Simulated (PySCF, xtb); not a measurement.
Ga(Cl)2(SiH3) (Cl2GaH3Si), SMILES [SiH3][Ga]([Cl])[Cl].

xtb with GFN2-xTB at its own geometry gives an orbital gap of 3.86 eV and a dipole moment of 4.10 D.

Coordinates come from a B3LYP-D3(BJ)/def2-SVP optimisation. The structure was generated by enumeration; whether it is a known compound was not checked.

### Question
What does M06-2X/def2-TZVP (PySCF) give? (An estimate is asked for; the answer gives what the named calculation found.)

### Answer
gap 7.99 eV (levels -9.48 and -1.48 eV), dipole 2.93 D.
